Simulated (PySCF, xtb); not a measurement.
C₃H₇NOSi, SMILES C(C#C)N[SiH2]O. The values are those of a single conformer.

Harmonic wavenumbers (cm⁻¹) from GFN2-xTB (xtb) at its own minimum, in rising order: 52, 80, 138, 201, 262, 288, 310, 450, 515, 550, 597, 638, 666, 755, 805, 823, 857, 909, 956, 985, 1148, 1164, 1295, 1367, 1449, 2224, 2266, 2287, 2819, 2951, 3394, 3432, 3678.

What does PBE0-D3(BJ)/def2-SVP (PySCF) give at its own minimum? (The exact figures need the calculation; the answer reports its results.)

56, 75, 191, 231, 281, 333, 363, 505, 580, 646, 693, 716, 763, 787, 857, 906, 933, 941, 958, 979, 1160, 1234, 1356, 1412, 1437, 2229, 2233, 2288, 3050, 3099, 3485, 3614, 3899. Paired by order, the mean absolute difference is 63 cm⁻¹ and the zero-point energies are 57.6 and 60.5 kcal/mol.
